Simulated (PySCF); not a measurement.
# ZrO₂ + 2 H₂O → ZrH₄ + 2 O₂

Level: PBE0 in the def2-TZVP basis family, computed in PySCF with density fitting; scalar-relativistic core potentials for atoms from Rb on, none lighter, no spin–orbit coupling; open shells unrestricted.

```csv
species,state and structure,E (Eh),ZPE (kJ/mol),H(298 K) − H(0) (kJ/mol),S° (J/(mol K))
ZrO₂,"singlet, C2v, Zr–O 1.762 Å (×2); O–Zr–O 108.0°",-197.43867,12.9,11.2,267.7
H₂O,"singlet, C2v, O–H 0.960 Å (×2); H–O–H 105.1°",-76.37736,56.5,9.9,188.7
ZrH₄,"singlet, Td, Zr–H 1.844 Å (×4)",-49.33149,57.8,12.3,231.8
O₂,"triplet, D∞h, O–O 1.193 Å",-150.23561,10.3,8.7,204.9
```

(1) What is the electronic reaction energy?

(2) Add zero-point, thermal and entropy terms for 298.15 K and 1 bar.

## Answers

(1) At PBE0/def2-TZVP, ΔE = 1025.7 kJ/mol from the differences of the total energies times 2625.5, uphill. 

(2) ΔZPE = -47.5 and Δ[H(298) − H(0)] = -1.3 kJ/mol give ΔH° = 976.9 kJ/mol. ΔS° = -3.5 J/(mol K), so ΔG° = 976.9 − 298.15 × (-0.0035) = 978 kJ/mol.

Only the bonding shown was studied: isomers, or loss of a ligand pair, can lie lower.
